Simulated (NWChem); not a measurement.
# CH5AlOS; SMILES [AlH]([SH])[O]C

```xyz
9

Al    -0.9875    -0.0147     0.0060
H     -2.5200     0.3861     0.0289
O     -0.6048    -1.6789     0.0119
C      0.5305    -2.5009     0.0041
H      1.4878    -1.9300    -0.0360
H      0.5575    -3.1374     0.9173
H      0.5101    -3.1844    -0.8746
S      0.6497     1.4595    -0.0327
H     -0.2286     2.5020    -0.0286
```
Atoms are numbered in this order, from 1.

Level: PBE-D3(BJ)/def2-SVP (NWChem), optimised geometry, unscaled harmonic frequencies. 

| frequency (cm⁻¹) | IR intensity (km/mol) |
|---|---|
| 60 | 0.4 |
| 74 | 4.8 |
| 130 | 19.2 |
| 229 | 1.5 |
| 230 | 11.2 |
| 446 | 96.0 |
| 454 | 10.0 |
| 604 | 126.0 |
| 643 | 8.7 |
| 730 | 145.4 |
| 1140 | 37.3 |
| 1146 | 0.1 |
| 1207 | 272.8 |
| 1420 | 1.2 |
| 1424 | 1.5 |
| 1433 | 22.9 |
| 1934 | 131.0 |
| 2619 | 0.5 |
| 2912 | 97.0 |
| 2988 | 47.8 |
| 3000 | 35.0 |

| Property | Result |
|---|---|
| zero-point energy | 35.5 kcal/mol |
| thermal correction to the enthalpy at 298.15 K (with zero-point energy) | 40.5 kcal/mol |
| heat capacity Cv | 21.9 cal/(mol K) |
| entropy at 298.15 K and 1 atm (symmetry number 1) | 84.1 cal/(mol K) |
| dipole moment | 0.03 D |

Rigid rotor and harmonic oscillator; modes under 100 cm⁻¹ make the entropy uncertain.
